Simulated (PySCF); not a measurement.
# Correlation energy of Cl⁺ (chlorine, charge +1)

[Ne] 3s2 3p3 3d1, high-spin 5D determinant (an excited configuration). Calculation: PySCF 2.14, in aug-cc-pVDZ-DK (5s4p2d, 27 functions); scalar relativity by spin-free X2C-1e. Frozen: [Ne]; 6 electrons correlated.

```csv
level,correlation energy (mhartree)
CCSD,-85.70
(T),-0.86
CCSD(T),-86.56
CCSDT,-86.76
```

Diagnostics: T1 = 0.0030, D1 = 0.0096, largest double amplitude 0.054.

The outer electron is Rydberg-like, and this basis confines it to a smaller radius and binds it less than a complete one would.

Cost of the coupled-cluster step: roughly 0.21 core-seconds, for 6 correlated electrons.
